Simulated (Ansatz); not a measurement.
A run for Ansatz (a program for electronic structure): U-B3LYP/def2-TZVPP on GaH5Si (SMILES [SiH3][GaH2]), a point of a bond scan (R = 2.975 Å).

Ansatz 0.2 input:
```yaml
crystal:
  periodic: [false, false, false]
  atoms:
    - {symbol: Ga, position_ang: [0.02140487, -0.38021066, -0.73000771]}
    - {symbol: H, position_ang: [-1.28898464, -0.51608025, -1.59458557]}
    - {symbol: H, position_ang: [1.35851094, -0.96271666, -1.32506357]}
    - {symbol: Si, position_ang: [-0.03927517, 0.73299862, 1.42129057]}
    - {symbol: H, position_ang: [-0.05773671, 3.67574850, 0.98155127]}
    - {symbol: H, position_ang: [1.13421429, 0.41105666, 2.27100573]}
    - {symbol: H, position_ang: [-1.26893307, 0.38791648, 2.17939368]}
basis:
  gaussian:
    orbitals: def2-TZVPP
hamiltonian:
  xc: {name: B3LYP}
magnetization: {spin_polarized: true, initial_magnetization: 0}
```

It printed:

```
WARN ansatz: RAYON_NUM_THREADS=1 ignored (pool sized by the plan → 1); use --threads N
Functional definition: B3LYP
integrals: 0.07 GiB planned
989 factors; their error is unknown
mean field: 0.85 GiB planned
mean field evaluation 1: about -60333.9713 eV, gradient 1.9e1 eV
mean field evaluation 2: about -60333.6194 eV, gradient 2.5e1 eV
mean field evaluation 4: about -60334.7551 eV, gradient 4.7e0 eV
mean field evaluation 8: about -60335.2003 eV, gradient 1.8e-2 eV
mean field evaluation 16: about -60335.3026 eV, gradient 7.3e-1 eV
mean field evaluation 32: about -60335.4475 eV, gradient 1.2e-1 eV
mean field -60335.44788377 eV, -2217.2868128933 hartree, gradient 3.9e-5 eV, S^2 0.617981; 3 other end points of the search recorded, 0 dependent functions left out
reference -60335.44817137 eV, -2217.2868234622 hartree; 25, 25 occupied and 135, 135 virtual orbitals, 989 factors
Total energy: -60335.44817137 eV, -2217.2868234622 hartree
```

The calculation finished and met its thresholds. Its determinant has ⟨S²⟩ = 0.62, a mixture of spin states.

Cost: very roughly 19 core-seconds.
